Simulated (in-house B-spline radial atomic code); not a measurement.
Binding energies in P VI (P5+)

NIST's tabulated ground configuration is [He] 2s2 2p6; each binding energy is the energy of the ion with one electron taken from that subshell, relaxed, less that of the parent. All numbers are computed (Dirac-Hartree-Fock, average of configuration; Fermi nucleus of rms radius 3.1889 fm) with an all-electron radial atomic-structure program (B-spline basis), not measured. Energies include first-order Breit, QED and recoil terms.

```
subshell  X-ray name  binding energy (eV)  -ε (eV)  relaxation (eV)
      1s           K               2238.5   2261.4             21.1
      2s          L1                277.6    280.1              2.4
   2p1/2          L2                219.7    223.0              3.1
   2p3/2          L3                218.8    222.0              3.1
```

Relaxation = -ε minus the binding energy without Breit, QED and recoil terms.

Emission lines follow as differences of binding energies, with λ = 12398.42 eV·Å / E:

```tsv
line	holes	energy (eV)	wavelength (Å)
K-L3	1s → 2p3/2	2019.7	6.1387
K-L2	1s → 2p1/2	2018.8	6.1415
```

(1) What screening constant σ does Moseley's law, E = (3/4)·13.6057 eV·(Z - σ)², need for K-L3?

(2) What does it cost to remove both a 2s and a 2p1/2 electron?

(3) What does it cost to remove both a 2p3/2 and a 2p1/2 electron?

(4) What does it cost to remove both a 2s and a 2p3/2 electron?

## Answers

(1) σ = 0.93.

(2) 538.12 eV, which is 40.78 eV more than the two single binding energies together.

(3) 484.17 eV, which is 45.58 eV more than the two single binding energies together.

(4) 537.16 eV, which is 40.72 eV more than the two single binding energies together.
